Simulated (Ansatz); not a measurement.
Consider the redistribution: `[SiH3][CH2][ZnH]` + `BC(C)C` → `BC(C)[SiH3]` + `C[CH2][ZnH]`.

Gas-phase electronic energies from Ansatz, PBE0-D4/def2-TZVP geometries. CCSD(T)/CBS adds triple-zeta CCSD(T) − MP2 to the extrapolated MP2 energy (def2 sets, frozen cores). For Zn outer-core shells are correlated without core-valence functions, which leaves a few kJ/mol of doubt a bond. Scalar relativity is left out up to krypton.

| species | CCSD(T)/CBS(def2) energy (Eh) |
| --- | --- |
| `[SiH3][CH2][ZnH]` | -2109.10255 |
| `BC(C)C` | -144.34943 |
| `BC(C)[SiH3]` | -395.37408 |
| `C[CH2][ZnH]` | -1858.07157 |

Question: Work out ΔE.

Answer: ΔE = (-395.37408) + (-1858.07157) − (-2109.10255) − (-144.34943) = 0.00633 Eh = +16.6 kJ/mol.

Question: What do rigid-rotor, harmonic-oscillator terms from PBE0-D4/def2-TZVP frequencies (298.15 K, 1 bar) make of the CCSD(T)/CBS value? (Estimate.)

Answer: The calculation gave: ΔZPE = +2.4 kJ/mol, ΔH = +19.5 kJ/mol, ΔS = 8 J/(mol·K), ΔG = +17.2 kJ/mol. Modes under 50 cm⁻¹ make the entropy rough.

Largest T1 diagnostic among the species: 0.014.

From PBE to PBE0 (25 % exact exchange), in def2-TZVPP and without D4, ΔE moves by +4.6 kJ/mol. Leaving LDA and LC-ωPBE aside and taking each functional with its dispersion term where it has one, the values, not all of them listed here, spread over 10.5 kJ/mol, from revPBE-D4 to BHLYP-D4. In def2-TZVPP, CCSD(T) changes the Hartree–Fock value by −10.7 kJ/mol (the triples alone add −1.8 kJ/mol) and MP2 by −11.0 kJ/mol.
